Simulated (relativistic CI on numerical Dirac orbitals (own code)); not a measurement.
Inner-shell lines of Cd⁴¹⁺

Computed by Dirac-Coulomb-Breit CI, separate exchange-only KLI orbitals for each configuration, model QED (radiative potential, 1s self-energy scaled to tabulated hydrogen-like ionisation energies), unscaled Slater integrals (own radial code, finite nucleus).

Configuration list: 1s2 2s2 2p3, 1s 2s2 2p4, 1s 2s2 2p3 3p, 1s2 2s 2p4, 1s 2s 2p5, 1s 2s 2p4 3p. Levels of other configurations are missing.

The table holds the strongest lines. The upper levels have an inner-shell vacancy. Auger decay, open to those above the ionisation limit, is not computed, and radiative decays to configurations outside the model are missing too. Absolute energies can be off by a few tenths of a per cent, so close lines can change order. LS names give the leading component, which can be well under half, for lower levels too. Brackets number the levels in order of energy.

```
   λ (Å)                   Upper                    Lower   A (s⁻¹)  gA (s⁻¹)
0.533423  1s 2s 2p5 4P°_5/2 [21]    1s2 2s 2p4 4P_3/2 [9]  1.30e+15  7.83e+15
 0.53339  1s 2s 2p5 2P°_3/2 [27]   1s2 2s 2p4 2S_1/2 [13]  1.77e+15  7.07e+15
0.533136  1s 2s2 2p4 4P_5/2 [14]  1s2 2s2 2p3 4S°_3/2 [2]  1.49e+15  8.92e+15
0.533135  1s 2s2 2p4 2D_5/2 [18]  1s2 2s2 2p3 2P°_3/2 [6]  1.93e+15  1.16e+16
0.532738  1s 2s2 2p4 2P_3/2 [15]  1s2 2s2 2p3 2D°_5/2 [3]  2.23e+15  8.94e+15
0.531857  1s 2s 2p5 2P°_3/2 [25]   1s2 2s 2p4 2D_5/2 [10]  1.78e+15  7.11e+15
0.529141  1s 2s 2p5 4P°_3/2 [22]    1s2 2s 2p4 2S_1/2 [7]  1.77e+15  7.08e+15
0.528747  1s 2s 2p5 4P°_5/2 [21]    1s2 2s 2p4 4P_5/2 [5]  3.13e+15  1.88e+16
0.528415  1s 2s 2p5 2P°_1/2 [23]    1s2 2s 2p4 2P_3/2 [8]  5.42e+15  1.08e+16
  0.5283  1s 2s2 2p4 2D_3/2 [20]  1s2 2s2 2p3 2P°_1/2 [4]  1.88e+15  7.53e+15
0.528225  1s 2s2 2p4 2D_5/2 [18]  1s2 2s2 2p3 2D°_5/2 [3]  3.00e+15  1.80e+16
0.528149  1s 2s2 2p4 4P_3/2 [17]  1s2 2s2 2p3 4S°_3/2 [2]  2.73e+15  1.09e+16
0.528136  1s 2s2 2p4 2P_3/2 [15]  1s2 2s2 2p3 2P°_3/2 [1]  5.41e+15  2.17e+16
 0.52808  1s 2s 2p5 2P°_3/2 [27]   1s2 2s 2p4 2D_5/2 [10]  4.49e+15  1.80e+16
   0.528  1s 2s 2p5 4P°_1/2 [26]    1s2 2s 2p4 4P_3/2 [9]  5.33e+15  1.07e+16
0.527908  1s 2s 2p5 2P°_3/2 [25]    1s2 2s 2p4 2P_3/2 [8]  2.11e+15  8.43e+15
0.527827  1s 2s 2p5 4P°_3/2 [22]    1s2 2s 2p4 4P_5/2 [5]  3.70e+15  1.48e+16
0.527702  1s 2s2 2p4 2S_1/2 [24]  1s2 2s2 2p3 2P°_3/2 [6]  6.28e+15  1.26e+16
0.527644  1s 2s2 2p4 2D_3/2 [20]  1s2 2s2 2p3 2D°_5/2 [3]  4.15e+15  1.66e+16
0.527565  1s 2s2 2p4 2P_1/2 [19]  1s2 2s2 2p3 4S°_3/2 [2]  4.48e+15  8.96e+15
```
